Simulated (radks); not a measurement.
Values are calculated unless marked as measured or tabulated.
O3+, 5 electrons, occupied as [He] 2s2 2p1.

Level of theory: Dirac Kohn-Sham, relativistic LDA (MacDonald-Vosko exchange, VWN5 correlation), spin-unpolarised, spherical densities, finite nucleus; open shells are shared between the two j in proportion to 2j + 1; Fermi nuclear charge, rms radius 2.6991 fm (a radial shooting solver on a logarithmic mesh with Libxc functionals).

Energy parts (hartree):
| part | energy |
|---|---|
| total | -70.67615 |
| kinetic | 70.49947 |
| electron-nucleus | -156.65808 |
| Hartree | 21.61002 |
| exchange-correlation | -6.12757 |

Orbitals (lengths in bohr, moments of r in powers of bohr):
orbital      occ.  eigenvalue (hartree)    <r^2>     <r>  small-component weight
1s1/2           2             -21.40430  0.05414  0.2003                7.68e-04
2s1/2           2              -2.90651    1.136  0.9809                1.16e-04
2p1/2    0.333333              -2.39213    1.035  0.9171                1.06e-04
2p3/2    0.666667              -2.38981    1.037  0.9181                1.06e-04
3s1/2           0              -0.88926    8.069   2.661                3.39e-05
3p1/2           0              -0.76231    8.878   2.772                3.05e-05
3p3/2           0              -0.76186    8.889   2.773                3.05e-05

The highest occupied level is 2p3/2 at -65.030 eV. The electron density at the nucleus is 323.3 e/bohr^3.
